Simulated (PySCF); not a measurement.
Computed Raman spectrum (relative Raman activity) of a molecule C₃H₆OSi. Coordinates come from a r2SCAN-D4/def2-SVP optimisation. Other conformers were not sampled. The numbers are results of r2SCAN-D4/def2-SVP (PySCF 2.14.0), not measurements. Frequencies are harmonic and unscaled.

Lines under 2 % of the strongest are left out, and lines within 2 cm⁻¹ are merged.

| ν (cm⁻¹) | relative intensity |
|---|---|
| 113 | 5.5 |
| 166 | 3.8 |
| 383 | 2.1 |
| 593 | 2.9 |
| 680 | 2.8 |
| 729 | 3.5 |
| 747 | 2.7 |
| 829 | 4.3 |
| 853 | 4.9 |
| 889 | 5.0 |
| 937 | 3.3 |
| 1423 | 8.4 |
| 1426 | 7.4 |
| 2128 | 100 |
| 2207 | 93 |
| 3041 | 92 |
| 3151 | 69 |
| 3154 | 47 |
| 3457 | 28 |
| 3883 | 66 |

**Question.** Which structure fits?
A. O=C1C[SiH2]C1
B. C#C[SiH2]OC
C. C#C[Si@@H](C)O
D. C#C[SiH2]CO

**Answer.** C, C#C[Si@@H](C)O
